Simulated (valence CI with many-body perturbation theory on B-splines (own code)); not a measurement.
E1 transitions of Er53+

Method: valence CI with perturbative core correlation (CI+MBPT): five valence electrons over a frozen Dirac-Fock core [Ne], radial functions for each j: 9 s, 9 p, 8 d, 6 f, 3 g, 1 h, with the one-electron correlation potential Σ1, the two-electron term Σ2, the three-electron term Σ3, Breit, model QED; selected CI, second order for the rest (own B-spline code, finite nucleus).

No measured spectrum was set against this ion. As an estimate, large intervals hold to a few tenths of a per cent, small ones and those within an open d or f shell to about a per cent. Among the levels kept, up to 580 cm⁻¹ of a level comes from second order outside the variational space, and about a tenth of that is noise between levels of different J, which matters for small intervals.

Lines 51 to 100 of 214 in falling wavelength, among levels below 712.71 eV, chosen from the strongest by gf and those to the six lowest levels. Wavelengths and rates use the calculated energies. Electric multipoles are in the length gauge, E1 and E2 with the static RPA response of the core. Weak lines are less certain than strong ones. Lines between different terms over intervals too small for the method are left out, as are lines whose strength nearly cancels. The highest levels of a list are the least certain.

Levels are named by their leading jj configuration (3d3/2^4 stands for four electrons in 3d with j = 3/2), which in mixed levels can hold well under half, so a name can repeat and another be missing. Letters in brackets count levels of one name in rising energy.

```
λ vac (nm)                               Upper                               Lower   A (s⁻¹)  S (a.u.) with core polarisation  S without
     7.169  (3s 3p1/2^2 3p3/2 3d3/2) J=3/2 [b]  (3s^2 3p1/2 3p3/2 3d3/2) J=1/2 [a]  5.97e+09                         4.34e-03   4.41e-03
     7.168  (3s 3p1/2^2 3p3/2 3d3/2) J=3/2 [b]  (3s^2 3p1/2 3p3/2 3d3/2) J=3/2 [a]  5.03e+09                         3.66e-03   3.72e-03
     7.163  (3s 3p1/2^2 3p3/2 3d5/2) J=7/2 [a]  (3s^2 3p1/2 3p3/2 3d5/2) J=7/2 [a]  3.14e+09                         4.55e-03   4.63e-03
     7.124  (3s 3p1/2^2 3p3/2 3d3/2) J=5/2 [a]          (3s 3p1/2^2 3p3/2^2) J=3/2  6.23e+09                         6.68e-03   6.79e-03
     7.116        (3s 3p1/2 3p3/2^3) J=3/2 [b]                (3s^2 3p3/2^3) J=3/2  1.86e+10                         1.32e-02   1.34e-02
     7.078  (3s 3p1/2^2 3p3/2 3d3/2) J=3/2 [a]          (3s 3p1/2^2 3p3/2^2) J=1/2  3.03e+09                         2.12e-03   2.15e-03
     7.057  (3s 3p1/2^2 3p3/2 3d3/2) J=3/2 [b]  (3s^2 3p1/2 3p3/2 3d3/2) J=5/2 [a]  1.93e+10                         1.34e-02   1.36e-02
     7.043  (3s 3p1/2^2 3p3/2 3d3/2) J=3/2 [a]          (3s 3p1/2^2 3p3/2^2) J=3/2  3.97e+09                         2.74e-03   2.78e-03
     7.037  (3s 3p1/2^2 3p3/2 3d3/2) J=5/2 [b]      (3s^2 3p1/2 3p3/2 3d3/2) J=7/2  3.71e+10                         3.82e-02   3.89e-02
     7.010  (3s 3p1/2^2 3p3/2 3d5/2) J=7/2 [b]      (3s^2 3p1/2 3p3/2 3d5/2) J=9/2  3.07e+10                         4.18e-02   4.25e-02
     7.009  (3s 3p1/2^2 3p3/2 3d3/2) J=1/2 [a]          (3s 3p1/2^2 3p3/2^2) J=1/2  3.91e+09                         1.33e-03   1.35e-03
     6.889          (3s 3p1/2^2 3p3/2^2) J=3/2          (3s^2 3p1/2 3p3/2^2) J=3/2  1.22e+10                         7.85e-03   7.98e-03
     6.877          (3s^2 3p1/2 3d3/2^2) J=5/2  (3s^2 3p1/2 3p3/2 3d3/2) J=5/2 [b]  5.87e+09                         5.66e-03   5.75e-03
     6.856          (3s 3p1/2^2 3p3/2^2) J=1/2          (3s^2 3p1/2 3p3/2^2) J=3/2  1.83e+08                         5.83e-05   5.90e-05
     6.816      (3s^2 3p1/2 3d3/2 3d5/2) J=5/2  (3s^2 3p1/2 3p3/2 3d5/2) J=3/2 [b]  2.54e+09                         2.38e-03   2.42e-03
     6.808  (3s^2 3p1/2 3p3/2 3d3/2) J=3/2 [a]          (3s^2 3p1/2 3p3/2^2) J=1/2  1.61e+09                         1.00e-03   1.02e-03
     6.806  (3s^2 3p1/2 3p3/2 3d3/2) J=1/2 [a]          (3s^2 3p1/2 3p3/2^2) J=1/2  1.85e+09                         5.76e-04   5.85e-04
     6.719  (3s 3p1/2^2 3p3/2 3d3/2) J=5/2 [b]  (3s^2 3p1/2 3p3/2 3d3/2) J=3/2 [a]  3.95e+09                         3.55e-03   3.61e-03
     6.662      (3s^2 3p1/2 3d3/2 3d5/2) J=7/2  (3s^2 3p1/2 3p3/2 3d5/2) J=7/2 [b]  4.92e+09                         5.74e-03   5.83e-03
     6.660      (3s^2 3p1/2 3d3/2 3d5/2) J=7/2  (3s^2 3p1/2 3p3/2 3d5/2) J=5/2 [b]  1.73e+09                         2.02e-03   2.05e-03
     6.590  (3s 3p1/2^2 3p3/2 3d5/2) J=3/2 [b]  (3s^2 3p1/2 3p3/2 3d5/2) J=5/2 [a]  8.88e+09                         5.02e-03   5.10e-03
     6.589  (3s 3p1/2^2 3p3/2 3d3/2) J=1/2 [b]  (3s^2 3p1/2 3p3/2 3d3/2) J=1/2 [a]  6.35e+09                         1.79e-03   1.82e-03
     6.587  (3s 3p1/2^2 3p3/2 3d3/2) J=1/2 [b]  (3s^2 3p1/2 3p3/2 3d3/2) J=3/2 [a]  3.67e+10                         1.04e-02   1.05e-02
     6.575  (3s 3p1/2^2 3p3/2 3d5/2) J=7/2 [b]  (3s^2 3p1/2 3p3/2 3d5/2) J=7/2 [a]  1.46e+10                         1.63e-02   1.66e-02
     6.538      (3s^2 3p1/2 3d3/2 3d5/2) J=5/2  (3s^2 3p1/2 3p3/2 3d5/2) J=7/2 [b]  2.07e+09                         1.72e-03   1.74e-03
     6.493  (3s 3p1/2^2 3p3/2 3d5/2) J=5/2 [b]  (3s^2 3p1/2 3p3/2 3d5/2) J=3/2 [a]  6.04e+09                         4.90e-03   4.97e-03
     6.488          (3s^2 3p1/2 3d3/2^2) J=3/2  (3s^2 3p1/2 3p3/2 3d5/2) J=5/2 [a]  2.40e+09                         1.29e-03   1.31e-03
     6.420  (3s^2 3p1/2 3p3/2 3d3/2) J=5/2 [a]          (3s^2 3p1/2 3p3/2^2) J=5/2  4.39e+09                         3.44e-03   3.49e-03
     6.331  (3s^2 3p1/2 3p3/2 3d3/2) J=3/2 [a]          (3s^2 3p1/2 3p3/2^2) J=5/2  1.15e+10                         5.74e-03   5.83e-03
     6.239  (3s 3p1/2^2 3p3/2 3d3/2) J=3/2 [b]          (3s 3p1/2^2 3p3/2^2) J=1/2  3.81e+09                         1.83e-03   1.86e-03
     6.212  (3s 3p1/2^2 3p3/2 3d3/2) J=3/2 [b]          (3s 3p1/2^2 3p3/2^2) J=3/2  1.01e+10                         4.78e-03   4.86e-03
     6.161  (3s 3p1/2^2 3p3/2 3d3/2) J=5/2 [a]          (3s 3p1/2^2 3p3/2^2) J=5/2  6.07e+09                         4.21e-03   4.27e-03
     6.100  (3s 3p1/2^2 3p3/2 3d3/2) J=3/2 [a]          (3s 3p1/2^2 3p3/2^2) J=5/2  1.35e+10                         6.03e-03   6.12e-03
     6.081  (3s^2 3p1/2 3p3/2 3d3/2) J=5/2 [a]          (3s^2 3p1/2 3p3/2^2) J=3/2  1.93e+06                         1.28e-06   1.27e-06
     6.072      (3s^2 3p1/2 3p3/2 3d3/2) J=7/2          (3s^2 3p1/2 3p3/2^2) J=5/2  5.30e+08                         4.68e-04   4.76e-04
     6.065                (3s^2 3p3/2^3) J=3/2          (3s^2 3p1/2^2 3d5/2) J=5/2  2.95e+06                         1.30e-06   1.32e-06
     6.023          (3s^2 3p1/2^2 3d3/2) J=3/2          (3s^2 3p1/2^2 3p3/2) J=3/2  9.30e+09                         4.01e-03   4.07e-03
     6.011      (3s^2 3p1/2 3d3/2 3d5/2) J=7/2  (3s^2 3p1/2 3p3/2 3d5/2) J=5/2 [a]  3.19e+09                         2.74e-03   2.77e-03
     6.001  (3s^2 3p1/2 3p3/2 3d3/2) J=3/2 [a]          (3s^2 3p1/2 3p3/2^2) J=3/2  8.20e+08                         3.50e-04   3.54e-04
     6.000  (3s^2 3p1/2 3p3/2 3d3/2) J=1/2 [a]          (3s^2 3p1/2 3p3/2^2) J=3/2  3.45e+09                         7.36e-04   7.46e-04
     5.928          (3s^2 3p1/2 3d3/2^2) J=1/2  (3s^2 3p1/2 3p3/2 3d3/2) J=1/2 [b]  1.17e+10                         2.40e-03   2.44e-03
     5.899      (3s 3p1/2^2 3p3/2 3d3/2) J=7/2          (3s 3p1/2^2 3p3/2^2) J=5/2  2.19e+09                         1.77e-03   1.81e-03
     5.765          (3s^2 3p1/2 3d3/2^2) J=5/2  (3s^2 3p1/2 3p3/2 3d3/2) J=3/2 [a]  2.69e+09                         1.52e-03   1.54e-03
     5.693          (3s^2 3p1/2 3d3/2^2) J=5/2  (3s^2 3p1/2 3p3/2 3d3/2) J=5/2 [a]  5.25e+09                         2.87e-03   2.91e-03
     5.642      (3s^2 3p1/2 3d3/2 3d5/2) J=7/2  (3s^2 3p1/2 3p3/2 3d5/2) J=7/2 [a]  2.08e+09                         1.48e-03   1.50e-03
     5.584          (3s^2 3p1/2 3d3/2^2) J=3/2  (3s^2 3p1/2 3p3/2 3d3/2) J=5/2 [b]  5.29e+09                         1.82e-03   1.85e-03
     5.503  (3s^2 3p1/2 3p3/2 3d3/2) J=1/2 [b]          (3s^2 3p1/2 3p3/2^2) J=1/2  3.72e+08                         6.13e-05   6.29e-05
     5.502  (3s^2 3p1/2 3p3/2 3d3/2) J=3/2 [b]          (3s^2 3p1/2 3p3/2^2) J=1/2  5.51e+08                         1.81e-04   1.84e-04
     5.467  (3s 3p1/2^2 3p3/2 3d3/2) J=3/2 [b]          (3s 3p1/2^2 3p3/2^2) J=5/2  3.51e+09                         1.13e-03   1.15e-03
     5.376  (3s^2 3p1/2 3p3/2 3d3/2) J=5/2 [b]          (3s^2 3p1/2 3p3/2^2) J=5/2  2.36e+09                         1.08e-03   1.10e-03
```
